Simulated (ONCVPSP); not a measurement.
# What one change does to a pseudopotential (tungsten (W), ONCV)

```json
{"Element": "tungsten (W)", "Generator": "ONCVPSP 4.0.1", "Type": "optimised norm-conserving Vanderbilt (ONCV)", "Functional": "PBE", "Relativity": "scalar-relativistic", "Frozen core": "[Xe] 4f14", "Valence charge": "6", "Reference configuration": "5d5 6s1", "Partial waves": "6s: rc 2.90 bohr, ncon 4, nbas 9, qcut 2.6 1/bohr, 2 projectors, debl 2.3 Ha; p scattering state at 0.16 Ha: rc 2.50 bohr, ncon 4, nbas 7, qcut 3.3 1/bohr, 2 projectors, debl 2.6 Ha; 5d: rc 2.15 bohr, ncon 4, nbas 8, qcut 8.1 1/bohr, 2 projectors, debl 1 Ha", "Local potential": "polynomial inside 1.45 bohr (lpopt 3, dvloc0 6 Ha)", "Core correction": "none"}
```

Change: s: qcut 2.5; p: qcut 3.2; d: qcut 7.7.

Cutoffs: the cutoffs (Ha) at which the residual kinetic energy of the hardest occupied pseudo-wave falls to 1 and 0.1 mHa per electron; they do not see the model core or the augmentation charge, which bear on the density cutoff. Errors are all-electron minus pseudo energies relative to the spin-unpolarised reference configuration.

Problem. How do hardness, ghosts and transferability respond?

Solution. The potential gets neither clearly harder nor softer (15 Ha and 19 Ha → 15 Ha and 19 Ha); the bound ghost in p disappears; of the 4 tests that both files solve, the error grows in 0 and shrinks in 1 by more than 15 % and 0.3 meV (median size 30.1 → 27.7 meV); the range in which the p phases agree narrows (upper end 4.2 → 3.2).

| quantity | base | changed |
| --- | --- | --- |
| cutoff, loose | 15 Ha | 15 Ha |
| cutoff, tight | 19 Ha | 19 Ha |
| loose cutoff by channel | s 2.9 Ha, d 15 Ha | s 2.8 Ha, d 15 Ha |
| bound ghosts | p | none |
| GHOST(+) flags under 300 eV | s at 62.6 eV | s at 62.9 eV, p at 92.1 eV |
| error for 5d4 6s2, meV [ΔE -1.54 eV] | -10 | -7.5 |
| error for 5d4 6s1, meV [ΔE 7.34 eV] | -6.5 | -5.7 |
| error for 5d4 6s0, meV [ΔE 23.02 eV] | +50 | +48 |
| error for 5d3 6s0, meV [ΔE 48.41 eV] | +61 | +55 |
| s: phases at 2.95 bohr within 0.05 rad from the reference energy up to (Ha; the scan ends near 5) | 2.2 | 2.2 |
| p: phases at 2.54 bohr within 0.05 rad from the reference energy up to (Ha; the scan ends near 5) | 4.2 | 3.2 |
| d: phases at 2.19 bohr within 0.05 rad from the reference energy up to (Ha; the scan ends near 5) | to the end of the scan | to the end of the scan |

 A true bound ghost makes a file unfit for plane-wave use even where its test errors are small: the radial tests pick states by their node count and pass the ghost by.
